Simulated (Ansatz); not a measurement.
Total energies of Ga8Sb8H22, a nanocrystal cut from wurtzite GaSb (hydrogen-capped) from Ansatz at PBE0-D4/def2-TZVP, gas phase (1 Eh = 27.2114 eV = 2625.5 kJ/mol). The reference geometry is relaxed at r2SCAN-D4/def2-SVP.

Cartesian coordinates in Å:
```
Ga 0.816 4.700 -1.804
Sb 2.880 2.979 -2.221
Sb -0.577 3.028 -0.239
Ga -1.501 0.906 -1.533
Ga 2.987 0.498 -1.241
Sb 0.675 -0.602 -1.956
Sb -3.034 -0.591 0.029
Ga -4.174 -2.647 -1.259
Ga 0.563 -3.072 -0.979
Sb -1.842 -3.971 -1.712
Ga 0.726 2.471 1.996
Sb 2.660 0.756 1.376
Sb -1.013 0.933 3.332
Ga -1.882 -1.371 2.279
Ga 2.574 -1.544 2.777
Sb 0.382 -2.601 1.622
H 0.105 4.849 -3.186
H 1.401 5.867 -0.946
H 3.221 2.851 -3.883
H 4.355 3.706 -1.782
H -1.973 3.853 0.285
H -2.192 1.275 -2.889
H 4.252 -0.301 -1.694
H 0.769 -0.790 -3.647
H -4.280 0.455 0.538
H -4.675 -2.182 -2.663
H -4.975 -3.528 -0.248
H 1.740 -3.999 -1.424
H -1.710 -4.397 -3.355
H -1.938 -5.561 -1.114
H 1.172 3.706 2.844
H 4.062 1.578 1.882
H -2.386 1.887 3.651
H -0.527 0.723 4.948
H -2.802 -2.149 3.276
H 3.815 -2.413 2.400
H 2.154 -1.152 4.237
H 0.175 -4.149 2.303
```

| state | geometry | energy (Eh) |
| --- | --- | --- |
| charge 0 singlet | reference | -17332.54978 |
| charge 1 doublet | reference | -17332.26663 |
| charge -1 doublet | reference | -17332.58596 |
| free Ga atom (doublet) | – | -1924.55212 |
| free Sb atom (quartet) | – | -240.22283 |
| free H atom (doublet) | – | -0.50104 |

In the def2 sets Sb takes a core potential; there is no spin–orbit coupling. Single mean-field runs in def2-TZVP are fitted with def2-universal-jkfit.

(1) Work out the vertical ionisation energy to the doublet.

(2) Work out the vertical electron affinity, to the doublet.

(3) Give the fundamental gap IE − EA, the Mulliken electronegativity (IE + EA)/2 and the hardness (IE − EA)/2.

(4) What is the binding energy per atom against free atoms?

(1) E(charge 1 doublet) − E(charge 0 singlet) = -17332.26663 − (-17332.54978) = 0.28315 Eh = 7.70 eV. For comparison, −ε of the highest occupied level is 6.66 eV at this level, 1.04 eV less.

(2) E(charge 0 singlet) − E(charge -1 doublet) = -17332.54978 − (-17332.58596) = 0.03618 Eh = 0.98 eV. The basis lacks diffuse functions, which makes affinities too small.

(3) From the values in Eh: IE − EA = 0.28315 − 0.03618 = 0.24697 Eh = 6.72 eV; (IE + EA)/2 = 4.34 eV; (IE − EA)/2 = 3.36 eV. The HOMO–LUMO gap of the same run is 4.84 eV, 1.88 eV smaller than the fundamental gap.

(4) Atoms: 8 × (-1924.55212) + 8 × (-240.22283) + 22 × (-0.50104) = -17329.22248 Eh. Binding: -17329.22248 − (-17332.54978) = 3.32730 Eh = 90.54 eV, or 2.38 eV for each of 38 atoms (no zero-point energy, no counterpoise term).
